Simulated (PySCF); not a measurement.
**Correlation energy of Tl⁻ (thallium, charge -1)**

[Xe] 4f14 5d10 6s2 6p2, high-spin 3P determinant. Calculation: PySCF 2.14, in aug-cc-pVDZ-PP with ECP60MDF; a scalar-relativistic core potential. Frozen: 5s2 5p6 5d10; 4 electrons correlated.

```json
{"level": "CCSD", "correlation energy (mhartree)": "-41.43"}
{"level": "(T)", "correlation energy (mhartree)": "-0.90"}
{"level": "CCSD(T)", "correlation energy (mhartree)": "-42.33"}
{"level": "CCSDT", "correlation energy (mhartree)": "-42.69"}
{"level": "FCI", "correlation energy (mhartree)": "-42.73"}
```

Diagnostics: T1 = 0.011, D1 = 0.0249, largest double amplitude 0.088, weight of the Hartree-Fock determinant in FCI 0.9333 (40733 determinants).

Spin-orbit coupling is strong in this species (close to jj coupling), so the high-spin LS determinant is a model state, not a physical level.

Cost of the coupled-cluster step: of the order of 0.29 core-seconds, for 4 correlated electrons.

Spin-orbit coupling is strong in this species, so the high-spin LS determinant is a model state.
